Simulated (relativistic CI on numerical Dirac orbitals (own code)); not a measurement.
**Ni2+: 2p photoemission**

Computed with this model: Dirac-Coulomb-Breit CI, orbitals from a KLI potential per configuration, model QED, valence Slater integrals scaled by 0.7, multiplet model of photoemission in the sudden approximation; configurations [Ar] 3d8 → [He] 2s2 2p5 3s2 3p6 3d8; 300 K; Lorentzian 0.7 eV and Gaussian 0.6 eV FWHM. Energies are those of the free ion, without screening or charge transfer. The energies are binding energies and can lie tens of eV above those of solids. S is read from ⟨S²⟩ = S(S + 1).

Field parameters in Wybourne normalisation: Oh B⁴₀ = 21Dq, B⁴₄ = √(5/14) B⁴₀. The field is a parameter set, without covalency.

Computed curve for Oh, 10Dq = 20400 cm⁻¹, scaled to 100 at the maximum (points under 2 are left out and the grid is thinned):

```json
{"Energy (eV)": "885.7", "Intensity": "2.0"}
{"Energy (eV)": "886.2", "Intensity": "2.7"}
{"Energy (eV)": "886.6", "Intensity": "3.5"}
{"Energy (eV)": "887.1", "Intensity": "5.3"}
{"Energy (eV)": "887.5", "Intensity": "7.9"}
{"Energy (eV)": "888.0", "Intensity": "16.1"}
{"Energy (eV)": "888.5", "Intensity": "44.9"}
{"Energy (eV)": "888.9", "Intensity": "89.6"}
{"Energy (eV)": "889.4", "Intensity": "89.0"}
{"Energy (eV)": "889.9", "Intensity": "82.9"}
{"Energy (eV)": "890.3", "Intensity": "71.8"}
{"Energy (eV)": "890.8", "Intensity": "31.5"}
{"Energy (eV)": "891.2", "Intensity": "20.7"}
{"Energy (eV)": "891.7", "Intensity": "22.4"}
{"Energy (eV)": "892.2", "Intensity": "22.2"}
{"Energy (eV)": "892.6", "Intensity": "21.9"}
{"Energy (eV)": "893.1", "Intensity": "17.8"}
{"Energy (eV)": "893.5", "Intensity": "10.9"}
{"Energy (eV)": "894.0", "Intensity": "6.1"}
{"Energy (eV)": "894.5", "Intensity": "4.6"}
{"Energy (eV)": "894.9", "Intensity": "4.4"}
{"Energy (eV)": "895.4", "Intensity": "4.2"}
{"Energy (eV)": "895.9", "Intensity": "3.0"}
{"Energy (eV)": "896.3", "Intensity": "2.3"}
{"Energy (eV)": "904.7", "Intensity": "2.4"}
{"Energy (eV)": "905.1", "Intensity": "3.3"}
{"Energy (eV)": "905.6", "Intensity": "5.8"}
{"Energy (eV)": "906.1", "Intensity": "13.3"}
{"Energy (eV)": "906.5", "Intensity": "29.8"}
{"Energy (eV)": "907.0", "Intensity": "53.6"}
{"Energy (eV)": "907.4", "Intensity": "64.9"}
{"Energy (eV)": "907.9", "Intensity": "45.8"}
{"Energy (eV)": "908.4", "Intensity": "17.6"}
{"Energy (eV)": "908.8", "Intensity": "12.5"}
{"Energy (eV)": "909.3", "Intensity": "13.4"}
{"Energy (eV)": "909.8", "Intensity": "8.4"}
{"Energy (eV)": "910.2", "Intensity": "5.0"}
{"Energy (eV)": "910.7", "Intensity": "3.0"}
{"Energy (eV)": "911.1", "Intensity": "2.4"}
{"Energy (eV)": "911.6", "Intensity": "2.0"}
```

The ground state has S = 1.00, and the centroid lies at 895.95 eV.
